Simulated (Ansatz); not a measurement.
Species: [Zn(NH2)2] (charge 0, multiplicity 1).

Task: Give a relaxed geometry from Ansatz (a program for electronic structure) with PBE-D3(BJ)/def2-SVP.

Result: One answer among several that fit: the end point of this relaxation, one of several conformers.
Cartesian coordinates (Å) in one orientation:
```xyz
7

Zn     0.003     0.001    -0.001
N      0.308     0.212     1.791
H      1.303     0.251     2.050
H     -0.104    -0.526     2.378
N     -0.564    -0.125    -1.736
H      0.050    -0.686    -2.342
H     -0.670     0.782    -2.210
```
